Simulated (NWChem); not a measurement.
fluoroethane (C$_{2}$H$_{5}$F); SMILES CCF

```xyz
8

C      1.1720    -0.1379     0.2634
C     -0.3217    -0.3966     0.2144
F     -0.9475     0.5971    -0.5343
H      1.6763    -0.9150     0.8495
H      1.5951    -0.1365    -0.7464
H      1.3789     0.8330     0.7254
H     -0.7608    -0.3904     1.2202
H     -0.5441    -1.3640    -0.2536
```
Atoms are numbered in this order, from 1.

Computed with NWChem. Pople sets run with spherical d functions. The geometry was optimised at B3LYP/6-31G* (spherical d). Level: PBE/6-31G* with SMD (1 M gas to 1 M solution), gas-phase geometry.

For solvent dichloromethane:

- solvation free energy (kcal/mol): -2.8
- cavity-dispersion-structure term (kcal/mol): -0.6

Estimate the same quantities for solvent ethylene glycol.


| Quantity | Result |
|---|---|
| solvation free energy (kcal/mol) | -0.9 |
| cavity-dispersion-structure term (kcal/mol) | 1.6 |
